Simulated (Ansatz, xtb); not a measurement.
Ranking isomers of C4H3BrFN

4 gas-phase structures of C4H3BrFN, from a drawn sample of its isomers (lower ones may exist). Each was relaxed with GFN2-xTB:

A. `Fc1c[nH]c(Br)c1`, a singlet
B. `Fc1[nH]ccc1Br`, a singlet
C. `N#C/C(=C\Br)CF`, a singlet
D. `C/C(Br)=C(/F)C#N`, a singlet

Q: Make a reasoned guess at their ranking by r2SCAN-D4/def2-SVP single-point energy.

A: Calculated order at r2SCAN-D4/def2-SVP: B (0.000), A (0.002), D (0.848), C (0.993) eV. Less than 1 kcal/mol parts B and A, so the order within that pair means little.

Energies above the lowest of each column, in eV; the last columns are at B3LYP-D3(BJ)/def2-SVP geometries and were run for some of them only (a dash: not run or not comparable):

```csv
structure,GFN2-xTB,HF/STO-3G,r2SCAN-D4/def2-SVP,B3LYP-D3(BJ)/def2-SVP,CCSD(T)/def2-SVP + ΔMP2/def2-TZVPP
B,0.054,0.000,0.000,0.000,0.000
A,0.000,0.065,0.002,0.001,0.002
D,1.738,0.565,0.848,0.681,0.399
C,1.756,0.830,0.993,–,–
```

CCSD(T)/def2-SVP + ΔMP2/def2-TZVPP has A and B within 1 kcal/mol of each other at the bottom, and every level picks one of them. Flexible structures stand in one conformer each, not always the lowest. Frequencies (GFN2-xTB) were run for A, B, D alone. ΔMP2 is the change of the MP2 energy from the smaller to the larger basis.

Over these structures GFN2-xTB departs from r2SCAN-D4/def2-SVP by 0.400 eV on average once a common shift is removed. A GFN2-xTB relaxation took about 0.064 s and the r2SCAN-D4/def2-SVP energy about 1.9 s on a shared host (Ansatz 0.2.0, xtb 6.7.1).
